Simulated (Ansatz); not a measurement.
F₅Si₂, SMILES F[Si](F)[Si](F)(F)F, multiplicity 2.

Geometry optimised at B3LYP-D3(BJ)/def2-SVP. The isomer is the one that the SMILES or the coordinates give; other isomers of the formula were not compared. One conformer was computed; it need not be the lowest.

Two levels are set side by side: PBE/def2-SVPD (Ansatz, a quantum-chemistry and plane-wave program) and PBE0/def2-SVPD (Ansatz). Energy differences of separate SCF runs at the same geometry; the states with an electron removed or added have multiplicity 1 and 1. Differences are taken from unrounded values.

| quantity | PBE0 | PBE | PBE minus PBE0 |
|---|---|---|---|
| vertical ionisation energy (eV) | 9.96 | 9.58 | -0.38 |
| vertical electron affinity (eV) | 1.96 | 1.92 | -0.04 |
